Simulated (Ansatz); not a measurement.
`Br[SiH2]C1=CN1` + `[NH2][AlH2]` → `[AlH2][NH][SiH2]Br` + `C1=CN1` at 700 K and 1 bar (ligand exchange at the Si–C bond).

Computed with Ansatz on PBE0-D4/def2-TZVP structures; ΔE is electronic, products minus reactants. CBS: MP2 limit from def2 TZ/QZ plus the TZ coupled-cluster correction, frozen cores. This one scheme is used for every species. For Br outer-core shells are correlated without core-valence functions, which leaves a few kJ/mol of doubt a bond. Scalar relativity is left out up to krypton. One conformer a species, not always the lowest.

```csv
species,CCSD(T)/CBS energy (Eh),H − E (kJ/mol),S (J/(mol·K))
`Br[SiH2]C1=CN1`,-2995.53136,213.3,460.9
`[NH2][AlH2]`,-299.14566,147.5,319.0
`[AlH2][NH][SiH2]Br`,-3162.22405,203.3,472.3
`C1=CN1`,-132.46664,155.6,307.6
```

H − E and S are ideal-gas, rigid-rotor, harmonic terms from PBE0-D4/def2-TZVP, for one conformer and one mirror image of each species. 1 Eh = 2625.50 kJ/mol, R = 8.31446 J/(mol·K).

Q: By hand: ΔE, ΔH, ΔS and ΔG.

A: ΔE = (-3162.22405) + (-132.46664) − (-2995.53136) − (-299.14566) = -0.01367 Eh = -35.9 kJ/mol. Δ(H − E) = 203.3 + 155.6 − 213.3 − 147.5 = -1.9, so ΔH = -37.8 kJ/mol. ΔS = 472.3 + 307.6 − 460.9 − 319.0 = 0.0 J/(mol·K). ΔG = -37.8 − 700 × (0.0)/1000 = -37.8 kJ/mol.

Q: By hand: the equilibrium constant, and the temperature at which ΔG would vanish if ΔH and ΔS stayed fixed.

A: log₁₀ K = −ΔG/(RT ln 10) = 2.8. With ΔH or ΔS at zero there is no such temperature.

The number of gas molecules stays the same, so ΔS is small and ΔH decides. A doubt of 5 kJ/mol in ΔE shifts log₁₀ K by 0.4 here. Other conformers and mirror images would add mixing entropy, several J/(mol·K) or more a flexible species. Modes under 60 cm⁻¹, often nearly free rotors, make the harmonic entropy too high. These are equilibria of isolated gas molecules and say nothing of rates. Largest T1 diagnostic: 0.011 (customary marks: 0.02 for closed shells, 0.045 for open ones).

ΔS is within the doubt of such terms, so its sign, and with it that verdict, could turn.
